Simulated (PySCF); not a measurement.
Compound: C₆H₅Cl₂F (charge +1 and doublet state).
Structure used (GFN2-xTB), in Å, numbered top down from 1:
```
atom  x, y, z in Å
C1     1.817   -0.351   -0.010
C2     0.429   -0.146   -0.645
C3    -0.154    1.194   -0.343
C4    -1.339    1.067    0.338
Cl5   -2.334    2.310    0.887
C6    -1.638   -0.338    0.523
Cl7   -3.003   -0.949    1.298
C8    -0.607   -1.053   -0.062
F9    -0.502   -2.345   -0.095
H10    2.527    0.345   -0.446
H11    2.166   -1.362   -0.201
H12    1.775   -0.187    1.063
H13    0.532   -0.306   -1.726
H14    0.330    2.121   -0.603
```

Identity: `C[C@@H]1[CH+][C](Cl)C(Cl)=C1F` [radical] (charge +1).

Theory: UKS B3LYP, pcH-1 on C Cl F H, non-relativistic, mean-field spin-orbit, GIAO (PySCF 2.14.0). Isolated species at its GFN2-xTB geometry, gas phase. A GFN2-xTB geometry isn't a minimum of the functional, and hyperfine couplings can be far from their values at a DFT geometry, by a factor of two or more for some ions and for spin on atoms past the first row. No stability test was run, so a lower SCF solution isn't excluded.

Principal values of hyperfine tensors in MHz (contact, dipolar and spin–orbit terms together), for some of the nuclei:

```json
{"atom": "F9", "isotope": "19F", "A1": "-80.59", "A2": "-71.73", "A3": "383.24"}
{"atom": "C3", "isotope": "13C", "A1": "-0.60", "A2": "0.33", "A3": "121.65"}
{"atom": "C8", "isotope": "13C", "A1": "-2.86", "A2": "-1.93", "A3": "95.19"}
{"atom": "C4", "isotope": "13C", "A1": "-22.33", "A2": "-19.30", "A3": "-18.16"}
{"atom": "C2", "isotope": "13C", "A1": "-19.28", "A2": "-18.60", "A3": "-17.53"}
{"atom": "H11", "isotope": "1H", "A1": "6.32", "A2": "7.27", "A3": "11.45"}
{"atom": "H10", "isotope": "1H", "A1": "4.16", "A2": "4.88", "A3": "9.77"}
{"atom": "Cl7", "isotope": "35Cl", "A1": "-11.44", "A2": "-10.45", "A3": "33.31"}
```

(1) Split each tensor into its isotropic and traceless parts, and turn a_iso into mT with g = 2.0074.

(2) What spin density at the nucleus of C4 lies behind its contact coupling (g_N = 1.40482)?

(3) H14 (1H, g_N = 5.58569) isn't in the table. Its spin density at the nucleus is -0.007845 bohr⁻³. What is its contact coupling?

(4) Name the largest traceless tensor T of the table and describe it.

(5) In a single crystal, with the field along each principal axis of the tensor of C8 in turn, what first-order splitting does this nucleus give (isotropic g, quadrupole terms neglected)?

## Answers

(1) a_iso is a third of the trace, T = A − a_iso, and a(mT) = a(MHz)/(g × 13.996). The tensors hold a spin–orbit part: the run splits a_iso into a_FC + a_SO, and T includes its anisotropic share.

```json
{"atom": "F9", "a_iso (MHz)": "76.97", "a_FC": "76.79", "a_SO": "0.18", "a_iso (mT)": "2.740", "T1": "-157.56", "T2": "-148.71", "T3": "306.27"}
{"atom": "C3", "a_iso (MHz)": "40.46", "a_FC": "40.72", "a_SO": "-0.26", "a_iso (mT)": "1.440", "T1": "-41.06", "T2": "-40.13", "T3": "81.19"}
{"atom": "C8", "a_iso (MHz)": "30.14", "a_FC": "30.24", "a_SO": "-0.10", "a_iso (mT)": "1.073", "T1": "-33.00", "T2": "-32.06", "T3": "65.06"}
{"atom": "C4", "a_iso (MHz)": "-19.93", "a_FC": "-20.17", "a_SO": "0.23", "a_iso (mT)": "-0.710", "T1": "-2.40", "T2": "0.63", "T3": "1.77"}
{"atom": "C2", "a_iso (MHz)": "-18.47", "a_FC": "-18.47", "a_SO": "-0.01", "a_iso (mT)": "-0.657", "T1": "-0.81", "T2": "-0.13", "T3": "0.94"}
{"atom": "H11", "a_iso (MHz)": "8.35", "a_FC": "8.35", "a_SO": "0.00", "a_iso (mT)": "0.297", "T1": "-2.02", "T2": "-1.08", "T3": "3.10"}
{"atom": "H10", "a_iso (MHz)": "6.27", "a_FC": "6.27", "a_SO": "0.00", "a_iso (mT)": "0.223", "T1": "-2.11", "T2": "-1.39", "T3": "3.50"}
{"atom": "Cl7", "a_iso (MHz)": "3.81", "a_FC": "3.38", "a_SO": "0.42", "a_iso (mT)": "0.135", "T1": "-15.25", "T2": "-14.26", "T3": "29.50"}
```

(2) a_FC = (2μ0/3) gₑ μB g_N μN ρ(0)/(2S·h) = 800.24 MHz × g_N × ρ(0)/(2S), with ρ in bohr⁻³. With a_FC = -20.17 MHz and 2S = 1, ρ(0) = -0.01794 bohr⁻³.

(3) By the same relation, a_FC = -35.1 MHz. Its full tensor has the principal values -54.40, -37.47, -13.39 MHz.

(4) F9: -157.6, -148.7, 306.3 MHz (the dipolar term alone has -159.6, -147.0, 306.6), nearly axial, close to the ratio −1:−1:+2.

(5) 2 lines (I = 1/2), spaced by |A_i|/(g × 13.996): 0.10, 0.07, 3.39 mT along the axes of A1, A2 and A3.

The SMILES draws the unpaired electron on C4; the largest computed Mulliken spin population is on C3 (0.50 against -0.03).
